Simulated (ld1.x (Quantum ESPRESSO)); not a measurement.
# An all-electron radial function and its pseudo partner (sulfur)

Columns: radius, all-electron u(r) and pseudo u(r) of the 3s shell (level -39.46 eV) of sulfur in the configuration [Ne] 3s2 3p2; PW91, scalar-relativistic, TM scheme, ld1.x (Quantum ESPRESSO) 7.5.

```
r (bohr)  all-electron  pseudo
   0.070        0.2101  0.0281
   0.140       -0.0464  0.0570
   0.210       -0.2929  0.0875
   0.280       -0.4208  0.1204
   0.350       -0.4330  0.1567
   0.420       -0.3605  0.1973
   0.490       -0.2359  0.2430
   0.560       -0.0850  0.2945
   0.630        0.0737  0.3523
   0.700        0.2278  0.4163
   0.770        0.3695  0.4855
   0.840        0.4946  0.5581
   0.910        0.6012  0.6310
   0.980        0.6892  0.7004
   1.050        0.7591  0.7621
   1.120        0.8120  0.8125
   1.190        0.8493  0.8494
   1.260        0.8726  0.8726
   1.330        0.8835  0.8835
   1.400        0.8838  0.8838
   1.470        0.8750  0.8750
   1.540        0.8588  0.8588
   1.610        0.8365  0.8365
   1.680        0.8095  0.8095
   1.750        0.7788  0.7788
   1.820        0.7454  0.7454
```

(1) How many radial nodes do the two functions have?

(2) At about which radius was the pseudo-wave matched?

(3) Is the pseudo-wave norm-conserving?

Answers

(1) The all-electron 3s function has n − l − 1 = 2; the pseudo-wave has 0, since the states of the same l below it are removed with the core.

(2) 1.25 bohr. The columns agree to 0.0005 from 1.12 bohr on; several derivatives are matched, so the curves merge somewhat inside the radius.

(3) Yes: the TM scheme keeps the norm inside the radius equal to the all-electron one, which fixes the energy derivative of the logarithmic derivative at the level.
